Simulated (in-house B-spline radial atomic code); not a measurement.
**How G0W0 and RPA depend on the start: the selenium ion Se¹⁹⁺**

Configuration [Ne] 3s2 3p3, highest spin. Computed with a B-spline radial code for spherical atoms: all electrons, non-relativistic, point nucleus, each spin shell either full or empty, empty states to l = 9 with an (l + 1/2)⁻⁴ tail; G0W0 by contour deformation at full frequency.

```json
{"start": "Hartree-Fock", "mean-field 3p up (eV)": "-792.66", "G0W0 (eV)": "-793.37", "QP weight": "0.984", "RPA correlation (Eh)": "-1.0025"}
{"start": "PBE", "mean-field 3p up (eV)": "-770.18", "G0W0 (eV)": "-792.83", "QP weight": "0.968", "RPA correlation (Eh)": "-1.1192"}
{"start": "BLYP", "mean-field 3p up (eV)": "-770.05", "G0W0 (eV)": "?", "QP weight": "?", "RPA correlation (Eh)": "?"}
{"start": "r2SCAN0", "mean-field 3p up (eV)": "-777.71", "G0W0 (eV)": "?", "QP weight": "?", "RPA correlation (Eh)": "?"}
```

What G0W0 level, weight and RPA correlation energy follow from the r2SCAN0 start?

G0W0 level -793.14 eV, weight 0.975, RPA correlation -1.0727 hartree.

What G0W0 level, weight and RPA correlation energy follow from the BLYP start?

G0W0 level -792.80 eV, weight 0.968, RPA correlation -1.1198 hartree.

How much of the dependence on the start does G0W0 remove?

The mean-field levels span 22.6 eV and the G0W0 levels 0.561 eV. Against 798 ± 3 eV (NIST, semi-empirical) the G0W0 removal energies are off by -5.20 to -4.63 eV, with relativity, Breit and QED terms left out.
